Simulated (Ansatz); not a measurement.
`FC1(F)C=CC1(F)F` → `F/C=C(F)/C(F)=C/F`  (isomerisation)

Calculated with Ansatz (gas phase, PBE0-D4/def2-TZVP geometries, no zero-point term in ΔE). CCSD(T)/CBS is the MP2 limit (def2-TZVPP, def2-QZVPP) plus CCSD(T) − MP2 in def2-TZVPP, frozen cores. Functionals use def2-TZVPP. Each species was taken in one conformer, which may not be the lowest.

**Question.** Is it downhill or uphill in electronic energy at CCSD(T)/CBS, and by how much? (Best estimate.)

**Answer.** Ansatz gave: Uphill: ΔE = +16.4 kcal/mol.

**Question.** What do these levels give: PBE-D4, r2SCAN-D4, B97M-V, BHLYP-D4, ωB97X-V, r2SCAN0, RPA@PBE/def2-TZVPP, HF/def2-TZVPP, SCS-MP2/def2-TZVPP, CCSD(T)/def2-TZVPP, SCS-MP2/def2-QZVPP, MP2/CBS(def2)? (Best estimate.)

**Answer.** Ansatz gave: PBE-D4 11.2, r2SCAN-D4 12.6, B97M-V 12.2, BHLYP-D4 13.3, ωB97X-V 18.2, r2SCAN0 15.9, RPA@PBE/def2-TZVPP 15.4, HF/def2-TZVPP 15.7, SCS-MP2/def2-TZVPP 16.6, CCSD(T)/def2-TZVPP 15.9, SCS-MP2/def2-QZVPP 16.6, MP2/CBS(def2) 18.6 kcal/mol.

Largest T1 diagnostic among the species: 0.013.

Leaving LDA and LC-ωPBE aside and taking each functional with its dispersion term where it has one, the values, not all of them listed here, spread over 13.4 kcal/mol, from BLYP-D4 to PBE-QIDH. LDA lies +3.9 kcal/mol from PBE without D4. From BLYP to BHLYP (50 % exact exchange), in def2-TZVPP and without D4, ΔE moves by +8.5 kcal/mol.
